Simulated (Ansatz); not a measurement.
System: LuCl₂ (charge 0, doublet). The spin state was set by rule; other spins were not relaxed. 
Structure (B3LYP-D3(BJ)/def2-TZVP (Ansatz, a program for electronic structure) minimum search):
```xyz
3

Lu     0.2100    -0.0037     0.2621
Cl     1.2269     0.3689    -1.8770
Cl    -2.1042    -0.3534     0.7825
```
Charge 0, spin multiplicity 2.

Total electronic energies in hartree. Valence correlation only, unless marked. UHF or UKS for open shells. Spin-orbit coupling is left out. Frozen are the shells of the preceding noble gas and the d and f shells that filled before the atom's block. In def2 rows, elements after Kr have scalar-relativistic effective core potentials. 

```json
[
 {"level": "HF/def2-SVP", "program": "Ansatz", "energy (Eh)": "-2151.30597"},
 {"level": "PBE-D4/def2-TZVP", "program": "Ansatz + dftd4", "energy (Eh)": "-2156.77353"},
 {"level": "BLYP-D3(BJ)/def2-TZVP", "program": "Ansatz + dftd3", "energy (Eh)": "-2156.95473"},
 {"level": "BLYP-D4/def2-TZVP", "program": "Ansatz + dftd4", "energy (Eh)": "-2156.95284"},
 {"level": "revPBE-D4/def2-TZVP", "program": "Ansatz + dftd4", "energy (Eh)": "-2157.04192"},
 {"level": "revPBE/def2-TZVP", "program": "Ansatz", "energy (Eh)": "-2157.03823"},
 {"level": "r2SCAN/def2-TZVP", "program": "Ansatz", "energy (Eh)": "-2156.15324"},
 {"level": "r2SCAN-D3(BJ)/def2-TZVP", "program": "Ansatz + dftd3", "energy (Eh)": "-2156.15390"},
 {"level": "B3LYP/def2-TZVP", "program": "Ansatz", "energy (Eh)": "-2156.89960"},
 {"level": "PBE0-D3(BJ)/def2-TZVP", "program": "Ansatz + dftd3", "energy (Eh)": "-2156.42972"},
 {"level": "PBE0/def2-TZVP", "program": "Ansatz", "energy (Eh)": "-2156.42737"},
 {"level": "PBE0/def2-QZVPP", "program": "Ansatz", "energy (Eh)": "-2156.46669"},
 {"level": "r2SCANh-D4/def2-TZVP", "program": "Ansatz + dftd4", "energy (Eh)": "-2156.08838"},
 {"level": "r2SCAN0-D4/def2-TZVP", "program": "Ansatz + dftd4", "energy (Eh)": "-2155.99275"},
 {"level": "CAM-B3LYP-D3(BJ)/def2-TZVP", "program": "Ansatz + dftd3", "energy (Eh)": "-2156.78816"},
 {"level": "LC-wPBE-D3(BJ)/def2-TZVP", "program": "Ansatz + dftd3", "energy (Eh)": "-2156.87906"},
 {"level": "wB97M-V/def2-TZVP", "program": "Ansatz", "energy (Eh)": "-2155.96730"},
 {"level": "B2GP-PLYP/def2-TZVP", "program": "Ansatz", "energy (Eh)": "-2154.67130"},
 {"level": "B2PLYP-D3(BJ)/def2-TZVP", "program": "Ansatz + dftd3", "energy (Eh)": "-2155.16774"},
 {"level": "B2PLYP/def2-TZVP", "program": "Ansatz", "energy (Eh)": "-2155.16462"},
 {"level": "CCSD/def2-SVP", "program": "Ansatz", "energy (Eh)": "-2151.62963"},
 {"level": "CCSD(T)/def2-SVP", "program": "Ansatz", "energy (Eh)": "-2151.63695"}
]
```

Totals of different functionals don't rank their quality; only differences between species are comparable.
